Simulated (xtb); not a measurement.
Sb(Me)2 (C2H6Sb), SMILES [CH3][Sb+][CH3] (connectivity only; charge and spin as stated), charge +1, multiplicity 1. All values are semi-empirical tight-binding results from xtb (GFN2-xTB unless named), good for trends rather than for accurate numbers. Geometry: GFN2-xTB. The spin state was assumed, not searched. The isomer is the one that the SMILES or the coordinates give; other isomers of the formula were not compared.

A frequency run showed that this geometry is not a minimum.

For metal compounds this method's bond lengths and energies can be far off.

Computed properties:
| Property | Value |
|---|---|
| point group as xtb finds it | Cs |
| orbital gap | 2.06 eV |
